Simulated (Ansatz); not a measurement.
**Multireference treatment of ZnO, singlet**

Computed with Ansatz's Gaussian-basis code (development build). Basis cc-pVTZ, nonrelativistic, 6 orbitals frozen in the corrections. State-specific CASSCF; RHF is the lowest restricted (open-shell) Hartree–Fock solution met. Letters tell apart solutions met in one space. Single-reference values can break down or jump between states where bonds are stretched. Solutions may break the symmetry of the shape. No proof that the lowest CASSCF solution was found.

Geometry: bond length 1.7050 Å.

CASSCF less RHF, in eV, and natural occupations:

| CAS | CASSCF | occupations |
| --- | --- | --- |
| (10,10) a | -5.004 | 2.00, 1.99, 1.97, 1.97, 1.80, 0.20, 0.03, 0.03, 0.01, 0.01 |
| (10,10) b | -4.985 | 2.00, 1.99, 1.96, 1.96, 1.90, 0.10, 0.04, 0.04, 0.01, 0.00 |
| (10,10) c | -4.978 | 2.00, 1.99, 1.96, 1.96, 1.90, 0.11, 0.04, 0.04, 0.01, 0.00 |

Task: What totals less RHF do the corrections give on each solution?

Result: 

| CAS | SC-NEVPT2 |
| --- | --- |
| (10,10) a | -31.092 |
| (10,10) b | -30.510 |
| (10,10) c | -30.577 |

Task: In CAS(10,10), is the solution lowest in CASSCF also lowest after SC-NEVPT2?

Result: Yes: (10,10) a stays lowest, 0.52 eV under the next.

Task: How do single-reference totals in the same basis and frozen core stand against SC-NEVPT2 in CAS(10,10) a?

Result: CCSD(T) +1.174 eV, CCSDT +1.198 eV. Coupled cluster stands on the determinant that it favours, which can lie over the RHF solution above, and is in doubt where the occupations are far from 0, 1 and 2.

Task: Roughly how much CPU time does a whole run from the default start take (median of such runs, summed over threads; nearly all runs on one pinned thread of a shared server, mostly Xeon at 2.3 to 2.6 GHz, by a development driver)?

Result: CAS(10,10) a: about 54 s. Other jobs ran beside these, and the count of passes differs.
